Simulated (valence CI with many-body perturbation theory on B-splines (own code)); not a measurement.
Values are calculated unless marked as measured or tabulated.
Re62+: input, log and results

The program does CI of the valence electrons with many-body perturbation theory for a frozen closed Dirac-Fock core.

Command, and the settings that its task file holds:

```sh
python run_cv.py task.json out
```

```
atom Re  Z=75  mass_number=187  rms_radius_fm=5.3698
core [Ne]
valence 3s2 3p2
avg = 1
basis = S
breit = 1
cap = 10000
capref = 1200
cscale = 1
de = 0.0
dress = 0
eps = 2e-08
extrap = 1
h = 0.27
hh = 1
l2 = 3
lcore = 6
maxit = 60
n2 = 5
natural = 1
nlev = 20
nno = [3, 3, 3, 2, 1]
nroot = 26
nsp = [3, 3, 2, 1, 0]
pt2 = 1
qed = 1
rpa = 1
s1 = 1
s2 = 1
s3 = 1
screen = 1
tol = 2e-05
whole = 1
```

What became of the run, and why?

It gave no result: the electrons of core and valence do not add up to the charge. The program said: "core and valence hold 14 electrons, the ion has 13".
